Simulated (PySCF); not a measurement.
**¹⁷O chemical shifts**

Level of theory: geometry: GFN2-xTB, GIAO PBE0/pcSseg-1 shieldings, in PySCF (in vacuum, relativity neglected, one conformer, rapidly exchanging positions averaged).

Shieldings were converted by a linear fit to measured shifts: ¹⁷O: δ = 266.70 − 0.911σ (rms 10.7 ppm, 155 shifts, 12.2 ppm with the 3 outliers that the fit left out vs liquid water, solution or neat liquid). A few per cent of atoms miss by over 2 rms, more outside the fitted compound classes.

Question: Give the ¹⁷O shifts of `CC(C)OC(=O)[SiH2]O[SiH3]`, `N[Si]1(N)CC[C@@H]1C=O`, `C=CC1=C(F)[Si@H](OC)C1`, `Cc1noc(OC(F)(F)F)n1`.

Answer: 
| compound | environment | δ (ppm) |
| --- | --- | --- |
| [CH3:1][CH:2]([CH3:3])[O:4][C:5](=[O:6])[SiH2:7][O:8][SiH3:9] | O6: ester carbonyl oxygen | 416.0 |
| [CH3:1][CH:2]([CH3:3])[O:4][C:5](=[O:6])[SiH2:7][O:8][SiH3:9] | O4: ester alkoxy oxygen | 202.1 |
| [CH3:1][CH:2]([CH3:3])[O:4][C:5](=[O:6])[SiH2:7][O:8][SiH3:9] | O8: oxygen bonded to 2 Si | -38.6 |
| N[Si]1(N)CC[C@@H]1C=O | aldehyde oxygen | 564.2 |
| C=CC1=C(F)[Si@H](OC)C1 | oxygen bonded to C, Si | -15.9 |
| [CH3:1][c:2]1[n:3][o:4][c:5]([O:6][C:7]([F:8])([F:9])[F:10])[n:11]1 | O4: aromatic ring oxygen | 298.5 |
| [CH3:1][c:2]1[n:3][o:4][c:5]([O:6][C:7]([F:8])([F:9])[F:10])[n:11]1 | O6: ether oxygen | 122.0 |

Question: Match the shifts 563.4, 34.5, -15.8 ppm to `CC(=O)c1cpc(C)pc1`, `C=CC1=C(F)[Si@H](OC)C1`, `CC#C[Si@@]1(F)CCCO1`.

Answer: 563.4: CC(=O)c1cpc(C)pc1 (ketone oxygen); 34.5: CC#C[Si@@]1(F)CCCO1 (oxygen bonded to C, Si, in a 5-membered ring); -15.8: C=CC1=C(F)[Si@H](OC)C1 (oxygen bonded to C, Si).
